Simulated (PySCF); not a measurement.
Positional isomers: propene chloro+silyl. Gas-phase values, no solvent. One relaxed conformer stands for each flexible species; it need not be the lowest. Strings in code marks are SMILES.

Calculation: PySCF with PBE-D3(BJ)/def2-TZVP // CAM-B3LYP-D3(BJ)/def2-TZVP. Delta-SCF ions had no search for a lower state. Excitations are Tamm–Dancoff values on a coarser integration grid. The basis has no diffuse functions, so Rydberg states are missing or too high.

| species | S1 excitation (TDA) (eV) | vertical ionisation energy (Delta-SCF) (eV) | HOMO–LUMO gap (eV) | S1 oscillator strength |
|---|---|---|---|---|
| `C=C(Cl)C[SiH3]` (Cl–C–C–Si torsion 74°) | 5.94 | 9.04 | 4.95 | 0.030 |
| `[SiH3]/C=C(/C)Cl` | ? | ? | 4.74 | 0.000 |
| `C/C(Cl)=C\[SiH3]` | 5.76 | ? | 4.65 | 0.000 |
| `C/C([SiH3])=C/Cl` | 5.97 | 9.08 | 4.66 | 0.193 |
| `C/C([SiH3])=C\Cl` | 6.02 | 9.12 | 4.87 | 0.000 |
| `C(/C)=C(/Cl)[SiH3]` | ? | ? | 4.84 | 0.000 |
| `C/C=C(\[SiH3])Cl` | ? | 8.99 | 4.53 | ? |
| `C(/Cl)=C\C[SiH3]` (Si–C–C–C torsion 109°) | 5.61 | 8.80 | 4.75 | ? |
| `C(/C=C\Cl)[SiH3]` (Si–C–C–C torsion 96°) | 5.82 | – | 4.88 | 0.023 |

What belongs in the gaps?


- `[SiH3]/C=C(/C)Cl`, S1 excitation (TDA) (eV): 5.95
- `[SiH3]/C=C(/C)Cl`, vertical ionisation energy (Delta-SCF) (eV): 9.20
- `C/C(Cl)=C\[SiH3]`, vertical ionisation energy (Delta-SCF) (eV): 9.16
- `C(/C)=C(/Cl)[SiH3]`, S1 excitation (TDA) (eV): 5.84
- `C(/C)=C(/Cl)[SiH3]`, vertical ionisation energy (Delta-SCF) (eV): 9.10
- `C/C=C(\[SiH3])Cl`, S1 excitation (TDA) (eV): 5.57
- `C/C=C(\[SiH3])Cl`, S1 oscillator strength: 0.000
- `C(/Cl)=C\C[SiH3]` (Si–C–C–C torsion 109°), S1 oscillator strength: 0.022
